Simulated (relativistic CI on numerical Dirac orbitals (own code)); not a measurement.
**One change at a time: F⁷⁺**

Base calculation: Dirac-Coulomb-Breit CI, orbitals from a KLI potential per configuration, a model potential for QED, unscaled Slater integrals.

Configuration list: 1s2, 1s 2s, 1s 2p, 1s 3s, 1s 3p, 1s 3d, 1s 4s, 1s 4p, 1s 4d, 1s 4f, 1s 5s, 1s 5p, 1s 5d, 1s 5f, 1s 5g, 1s 6s, 1s 6p, 1s 6d. Levels of other configurations are missing.

Variants: (1) configuration mixing switched off. Shifts of the energy above 1s2 1S_0, in eV, for the lowest level and the first level of each name with at least 55 % of one term (blank where a level changes its place among those of its configuration and J or its character, or is not in the variant):

| Level | Base | Δ(1) |
| --- | --- | --- |
| 1s2 1S_0 | 0.000 | 0.000 |
| 1s 2s 3S_1 | 721.649 | +0.017 |
| 1s 2p 3P°_0 | 730.322 | +0.006 |
| 1s 2p 3P°_1 | 730.340 | +0.006 |
| 1s 2p 3P°_2 | 730.457 | +0.007 |
| 1s 2s 1S_0 | 730.742 | +0.148 |
| 1s 2p 1P°_1 | 736.992 | +0.095 |
| 1s 3s 3S_1 | 852.178 | -0.006 |
| 1s 3p 3P°_0 | 854.546 | -0.003 |
| 1s 3p 3P°_1 | 854.552 | -0.003 |
| 1s 3p 3P°_2 | 854.586 | -0.003 |
| 1s 3s 1S_0 | 854.653 | -0.048 |
| 1s 3d 3D_1 | 855.810 | 0.000 |
| 1s 3d 3D_2 | 855.812 | 0.000 |
| 1s 3d 3D_3 | 855.823 | 0.000 |
| 1s 3d 1D_2 | 855.890 | 0.000 |
| 1s 3p 1P°_1 | 856.486 | -0.026 |
| 1s 4s 3S_1 | 896.676 | -0.005 |
| 1s 4p 3P°_0 | 897.648 | -0.002 |
| 1s 4p 3P°_1 | 897.651 | -0.002 |
| 1s 4p 3P°_2 | 897.665 | -0.002 |
| 1s 4s 1S_0 | 897.711 | -0.041 |

Ionisation energy from the two ground configurations alone: base 952.626 eV. The NIST ASD value (theoretical) is 953.898 eV.
